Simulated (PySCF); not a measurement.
# Telling isomers of C$_{6}$H$_{9}$F$_{3}$O$_{2}$ apart by NMR

One computed conformer, fast rotation and ring inversion assumed for equivalent nuclei, isolated molecule, non-relativistic Hamiltonian. Coordinates at the GFN2-xTB level; GIAO PBE0/pcSseg-1 shieldings; PySCF 2.14.

Chemical shifts δ = σref − σ; $^{1}$H (σref 31.72) and $^{13}$C (σref 186.93) against TMS, all at this level. Splittings of carbon signals by F and P are missing where no couplings were computed. Where no couplings were computed, multiplicities follow the n + 1 count of equivalent neighbours, and m marks all less simple cases (inequivalent or close neighbours, rings, F or P nearby). Shifts are as computed. Against solution values, carbons near 30 ppm lie about +3 ppm off and those near 130 ppm about +5 ppm. Of 1211 compounds with measured shifts, 218 miss one by over three times the rms of a fit or turn the order of signals round; such compounds aren't used in these exercises.

(1) Tabulate the signals of `CCOC1(OC(F)(F)F)CC1`, `CO/C(C)=C/COC(F)(F)F` and their relative energies.

(2) What is the quickest way to tell CCOC1(OC(F)(F)F)CC1 from CO/C(C)=C/COC(F)(F)F?

Answers

(1) 
```tsv
SMILES	carbon types	δC	δH	E rel. (kcal/mol)
CCOC1(OC(F)(F)F)CC1	2×C 3×CH2 1×CH3	131.8, 95.2, 68.0, 17.0, 15.9	3.92 (q, 2H), 1.32 (t, 3H), 1.27 (m, 2H), 1.15 (m, 2H)	2.9
CO/C(C)=C/COC(F)(F)F	2×C 1×CH 1×CH2 2×CH3	173.9, 131.6, 93.9, 68.4, 56.1, 20.1	4.74 (m, 2H), 4.61 (m, 1H), 3.76 (s, 3H), 2.24 (s, 3H)	0.0
```

Energies are electronic energies at PBE0/pcSseg-1 on these geometries, without zero-point or thermal terms, each for the one conformer computed, which needn't be the lowest.

(2) Count the carbon signals: 5 against 6. The first has a three-membered-ring carbon (CH2) at 15.9 ppm, the second a β carbon of an enol-ether or enamine type C=C (CH) at 93.9 ppm. Their most deshielded carbons lie at 131.8 and 173.9 ppm. In the proton spectra the most deshielded non-exchanging signals are 3.92 (q, 2H) and 4.74 (m, 2H).
